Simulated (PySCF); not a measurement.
## `C=C(Cl)CC1C=C1`, C6H7Cl

Geometry:
```tsv
atom	x (Å)	y (Å)	z (Å)
C1	1.899	1.284	0.051
C2	1.433	0.049	-0.001
Cl3	2.002	-1.041	-1.227
C4	0.392	-0.539	0.897
C5	-0.918	-0.741	0.141
C6	-2.233	-0.543	0.831
C7	-1.888	0.393	-0.003
H8	2.633	1.654	-0.641
H9	1.550	1.965	0.807
H10	0.741	-1.503	1.277
H11	0.227	0.134	1.739
H12	-0.841	-1.475	-0.658
H13	-2.916	-0.952	1.533
H14	-2.082	1.316	-0.491
```

Method: GIAO HF/pcSseg-1 magnetisability, rotational g tensor and spin-rotation constants, non-relativistic, gas phase in PySCF 2.14.0. Geometry: GFN2-xTB.

(1) Give the nuclear spin-rotation constants along the inertial axes (H = +C I·J) beside the isotropic shieldings.

(2) How do the rotational constants and the g tensor change when H8, H9, H10, H11, H12, H13, H14 are replaced by deuterium?

Answers

(1) Rotational constants 4.3213, 1.3014, 1.1425 GHz. A star marks the isotopologue with that one atom substituted, in its own axes.
| atom | isotope | Caa (kHz) | Cbb (kHz) | Ccc (kHz) | mean (kHz) | σ (ppm) |
| --- | --- | --- | --- | --- | --- | --- |
| Cl3 | 35Cl | 0.890 | 0.223 | 0.288 | 0.467 | 791.8 |
| H8 | 1H | 0.133 | -0.132 | -0.074 | -0.024 | 26.8 |
| H9 | 1H | -0.182 | 0.012 | -0.122 | -0.097 | 26.9 |
| H10 | 1H | -0.449 | -0.081 | -0.012 | -0.181 | 29.4 |
| H11 | 1H | -0.357 | -0.027 | -0.120 | -0.168 | 31.0 |
| H12 | 1H | -0.340 | -0.009 | -0.114 | -0.154 | 30.1 |
| H13 | 1H | 0.295 | -0.143 | -0.069 | 0.028 | 24.3 |
| H14 | 1H | -0.447 | -0.052 | 0.051 | -0.149 | 24.1 |
| C1 | 13C* | 1.536 | 0.370 | 0.232 | 0.713 | 75.1 |
| C2 | 13C* | 1.811 | 0.464 | 0.276 | 0.851 | 38.1 |
| C4 | 13C* | 0.712 | 0.236 | 0.225 | 0.391 | 142.7 |
| C5 | 13C* | 0.827 | 0.081 | 0.122 | 0.343 | 182.2 |
| C6 | 13C* | 2.402 | 0.194 | 0.216 | 0.937 | 64.8 |

For the geometry as given, no vibrational averaging.

(2) Constants 3.5699, 1.1931, 1.0448 GHz; g -0.0286, -0.0050, -0.0057, against -0.0345, -0.0049, -0.0065 before.
